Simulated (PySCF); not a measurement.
Exercise with solution: chemical shift, span and skew from a shielding tensor

C4H6OSi, SMILES O=C1CC=C[SiH2]1. Atoms are numbered in the order given.

```xyz
12

O      0.1438    -2.2319     0.0000
C     -0.0326    -1.0358     0.0000
C     -1.4295    -0.3925     0.0000
C     -1.3013     1.1044     0.0000
C     -0.0840     1.6938     0.0000
Si     1.2758     0.4190     0.0000
H     -1.9929    -0.7639    -0.8778
H     -1.9929    -0.7639     0.8778
H     -2.2259     1.6986     0.0000
H     -0.0058     2.7859     0.0000
H      2.1456     0.4064    -1.2142
H      2.1456     0.4064     1.2142
```

Geometry: r2SCAN-D4/def2-SVP. The structure was generated by enumeration, and PubChem lists no compound with its InChIKey, so it may never have been made. The values are those of a single conformer.

GIAO shieldings from PySCF with B3LYP/pcSseg-1, non-relativistic, no solvent. The symmetric part of the tensor of C5 has the principal values -73.9, 42.3, 161.1 ppm. The same nucleus in TMS has σ = 181.3 ppm at this level (PySCF, at its B3LYP-D3(BJ)/def2-TZVP geometry).

Work out the isotropic shielding, the ¹³C shift against TMS, the span and the skew.


σ(iso) = (σ11 + σ22 + σ33)/3 = 43.2 ppm. δ = σ(ref) − σ(iso) = 181.3 − (43.2) = 138.1 ppm.
Span Ω = σ33 − σ11 = 235.0 ppm. Skew κ = 3(σ(iso) − σ22)/Ω = 0.01. Tumbling in solution averages the tensor to δ; in a static solid the shielding alone would spread this spin-1/2 line over Ω.
